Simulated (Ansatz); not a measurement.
Program: Ansatz. Geometries: PBE0-D4/def2-TZVP. ΔE: electronic, gas phase. CCSD(T)/CBS is the MP2 limit (def2-TZVPP, def2-QZVPP) plus CCSD(T) − MP2 in def2-TZVPP, frozen cores. DFT in def2-TZVPP. One conformer a species, not always the lowest.

Reaction (substitution at a C–N bond): `BN(C)[SiH2]F` + `FB(S)Cl` → `CSB(F)Cl` + `BN[SiH2]F`

`BN(C)[SiH2]F`:

Cartesian coordinates in Å:
```
B 0.139 -0.972 -1.311
N 0.059 -0.079 -0.236
C 0.458 1.322 -0.366
Si -0.511 -0.593 1.317
F -1.866 0.181 1.669
H -0.218 -2.103 -1.154
H 0.566 -0.589 -2.363
H 0.862 1.496 -1.363
H -0.395 1.988 -0.214
H 1.225 1.581 0.370
H -0.783 -2.041 1.293
H 0.464 -0.191 2.358
```

`FB(S)Cl`:

Cartesian coordinates in Å:
```
F 1.098 0.424 -0.869
B 0.422 -0.188 0.083
S -1.332 0.094 0.331
Cl 1.265 -1.305 1.132
H -1.453 0.976 -0.677
```

`CSB(F)Cl`:

Cartesian coordinates in Å:
```
C -1.160 0.075 0.566
S 0.522 -0.502 0.912
B 1.355 -0.106 -0.614
F 0.726 0.465 -1.627
Cl 3.058 -0.481 -0.786
H -1.748 -0.128 1.460
H -1.166 1.144 0.365
H -1.586 -0.465 -0.277
```

`BN[SiH2]F`:

Cartesian coordinates in Å:
```
B 0.050 -0.909 -1.259
N 0.462 -0.473 0.010
Si -0.258 0.812 0.911
F 0.610 2.147 0.781
H -0.886 -0.371 -1.775
H 0.632 -1.806 -1.797
H 1.257 -0.942 0.422
H -0.267 0.464 2.350
H -1.599 1.078 0.356
```

```json
{"level": "PBE-D4", "ΔE (eV)": "-0.29"}
{"level": "r2SCAN-D4", "ΔE (eV)": "-0.32"}
{"level": "r2SCAN", "ΔE (eV)": "-0.32"}
{"level": "SCS-MP2/def2-TZVPP", "ΔE (eV)": "-0.28"}
{"level": "CCSD(T)/def2-TZVPP", "ΔE (eV)": "-0.26"}
{"level": "MP2/def2-QZVPP", "ΔE (eV)": "-0.31"}
{"level": "MP2/CBS(def2)", "ΔE (eV)": "-0.33"}
{"level": "CCSD/CBS(def2)", "ΔE (eV)": "-0.30"}
```

Q: What does CCSD(T)/CBS give? (An estimate is asked.)

A: Computed: -0.30 eV. The listed levels differ from it by 0.01, -0.02, -0.02, 0.02, 0.04, -0.01, -0.03, 0.00 eV.

Largest T1 diagnostic among the species: 0.012.

In def2-TZVPP, CCSD(T) changes the Hartree–Fock value by +0.06 eV (the triples alone add +0.00 eV) and MP2 by +0.03 eV.
